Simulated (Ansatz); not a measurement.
Four-centre ligand exchange

Start structure (SiH₃Cl₃O, closed shell), relaxed at PBE0-D4/def2-TZVP:

| atom | x (Å) | y (Å) | z (Å) |
| --- | --- | --- | --- |
| Si1 | -0.7988 | 0.0125 | -0.6891 |
| O2 | 0.7588 | -0.4236 | -0.7069 |
| Cl3 | -1.7133 | -0.4560 | -2.4406 |
| Cl4 | -0.8332 | 2.0084 | -0.4064 |
| Cl5 | -1.8055 | -0.9184 | 0.8084 |
| H6 | 1.6934 | 0.4928 | 1.7667 |
| H7 | 1.7276 | 0.6356 | 2.4987 |
| H8 | 0.9708 | -1.3514 | -0.8308 |

The step: SiHCl₃O ([OH][Si]([Cl])([Cl])[Cl]) + H₂ → SiHCl₃ ([Cl][SiH]([Cl])[Cl]) + H₂O; bonds formed: Si1–H7, O2–H6; bonds broken: Si1–O2, H6–H7. Program: Ansatz 0.2.0. Basis: def2-TZVPP and def2-QZVPP. Cores are frozen in the correlated methods. Extrapolation: Hartree–Fock as exp(−7.88 √X), correlation as X^−2.97. Energies below are by CCSD(T) at an estimated basis limit (MP2 extrapolated from triple and quadruple zeta, plus CCSD(T) − MP2 in triple zeta).

Problem. What are the electronic barrier and the energy of the step, from the start structure to the end structure? (An estimate is asked for; the value comes from the calculation.)

Solution. The calculation gives: Barrier 2.498 eV; step energy 0.756 eV (uphill); reverse barrier, their difference, 1.742 eV. Barrier and step energy count from the start structure, the reverse barrier from the end structure.

The saddle point: One imaginary mode of 1336i cm⁻¹.
| pair | start (Å) | saddle (Å) | end (Å) |
| --- | --- | --- | --- |
| Si1–H7 | 4.11 | 1.67 | 1.46 |
| O2–H6 | 2.80 | 1.14 | 0.96 |
| Si1–O2 | 1.62 | 1.80 | 3.09 |
| H6–H7 | 0.75 | 1.13 | 3.26 |

Zero-point energy (harmonic, PBE0-D4): ZPE is 0.845 eV at the start and 0.949 eV at the saddle, so the barrier goes from 2.498 to 2.602 eV.

T1 diagnostic: at most 0.011.

Labels in which every atom is bracketed show which atoms are joined, not bond orders.

For scale, one of the runs: CCSD(T)/def2-TZVPP, 241 basis functions, launched by `ansatz run in.yaml --threads 8 --pin off --events-out ev --progress --plain --max-ram 19148MiB`. The run took 69 s on 8 CPU threads of an Arm Neoverse V1 (shared host), with 4.3 GiB of host memory at its peak.
